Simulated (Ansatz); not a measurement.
Ansatz (a quantum-chemistry and plane-wave program) input for AgCl, SMILES [Cl][Ag], multiplicity 1, PBE/def2-TZVPD. Geometry optimised at PBE0-D3(BJ)/def2-TZVPD. The spin state was assumed, not searched. The def2 effective core potentials stand for the cores of Ag; spin–orbit coupling is left out.

Ansatz 0.2 input:
```yaml
crystal:
  periodic: [false, false, false]
  atoms:
    - {symbol: Ag, position_ang: [0.00000000, 0.00000000, -0.60786858]}
    - {symbol: Cl, position_ang: [0.00000000, 0.00000000, 1.68057783]}
basis:
  gaussian:
    orbitals: def2-TZVPD
hamiltonian:
  xc: {name: PBE}
```

It prints:

```
Functional definition: PBE
integrals: 0.02 GiB planned
633 factors; their error is unknown
mean field: 0.18 GiB planned
mean field evaluation 1: about -16516.8668 eV, gradient 3.2e1 eV
mean field evaluation 2: about -16502.7034 eV, gradient 8.0e1 eV
mean field evaluation 4: about -16518.8693 eV, gradient 4.8e0 eV
mean field evaluation 8: about -16518.9101 eV, gradient 4.2e-2 eV
mean field -16518.91006363 eV, -607.0587479189 hartree, gradient 1.2e-5 eV, S^2 0.000000; 0 other end points of the search recorded, 0 dependent functions left out
reference -16518.91011092 eV, -607.0587496571 hartree; 18, 18 occupied and 68, 68 virtual orbitals, 633 factors
Total energy: -16518.91011092 eV, -607.0587496571 hartree
```

Self-consistency was reached.
